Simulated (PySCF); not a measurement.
Bonds broken one at a time in the series Ga Br-H. Gas-phase values, no solvent. Strings in code marks are SMILES.

Calculation: PySCF with TPSSh-D3(BJ)/def2-TZVP. 

```csv
species,dipole moment (D)
whole molecule (`[Br][Ga]([Br])[Br]`),0.00
radical fragment (`[Br]`),0.00
radical fragment (`[Br][Ga][Br]`),1.56
radical fragment (`[GaH][Br]`),1.90
whole molecule (`[GaH2][Br]`),1.83
whole molecule (`[GaH3]`),0.00
```
